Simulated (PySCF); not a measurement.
Calculation: CAM-B3LYP-D3(BJ)/def2-TZVP (PySCF). Gas-phase values, no solvent. 

Reference species (SMILES): `C[N]C` (neutral, multiplicity 2).

The dipole moment comes out as 1.78 D.

Changed species: `[BH2]` (radical fragment; the reference has radical fragment).

**Question.** Predict the effect on the dipole moment.

**Answer.** the dipole moment drops by 1.27 D, to 0.51 D.
